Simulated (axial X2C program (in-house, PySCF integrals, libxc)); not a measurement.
**Working with the constants of BeTe**

A bond curve at the PBE0 level, 2c, was computed with an in-house relativistic program for diatomic molecules (basis Te dyall-cv3z [11s12p8d4f1g], Be dyall-cv3z [8s8p3d1f] (cores contracted in-house)) for the state Ω = 0 (closed shell). Its fit gives Re = 2.0743 Å, ωe = 710.6 cm⁻¹, ωexe = 4.98 cm⁻¹ and αe = 3.828e-03 cm⁻¹; the masses are 129.9062 and 9.0122 u. Two-component means X2C with spin–orbit coupling and atomic mean-field Coulomb and Gaunt terms.

(1) Find the reduced mass, Be and the force constant.

(2) Give B0, the J = 1←0 line in GHz and the most populated J at 300 K (kT = 208.5 cm⁻¹).

(3) The dipole moment p changes by 0.50 D/Å at Re. What harmonic infrared intensity follows?

(4) Estimate the centrifugal constant by the Kratzer relation.

(5) Estimate De from a Morse curve and compare with the computed well depth of 2.113 eV to Te + Be.

The state is one determinant whose occupation by symmetry is held fixed; it was picked as the lowest of a PBE0 search that is not exhaustive. De is counted from the lowest determinant-based energies of the atoms at the same level, without counterpoise correction. The functionals have no current-density term, which raises determinants with orbital currents, atoms included.

Results:

(1) From the PBE0 values: μ = 8.4275 u. Be = 16.8576/(μ Re²) = 0.4649 cm⁻¹. k = 5.8918×10⁻⁷ μ ωe² = 2.51 mdyn/Å.

(2) B0 = Be − αe/2 = 0.463 cm⁻¹; 2B0 = 27.76 GHz; J(max) ≈ √(kT/2B0) − 1/2 = 14.5, so J = 15.

(3) I = 42.256 × (dp/dR)²/μ = 1.3 km/mol.

(4) D = 4Be³/ωe² = 7.96e-07 cm⁻¹.

(5) De(Morse) = ωe²/(4ωexe) = 3.143 eV against 2.113 eV computed, a ratio of 1.49. The extrapolation overshoots: the well softens faster than a Morse curve, or the lowest atomic limit lies below the one to which the curve heads.
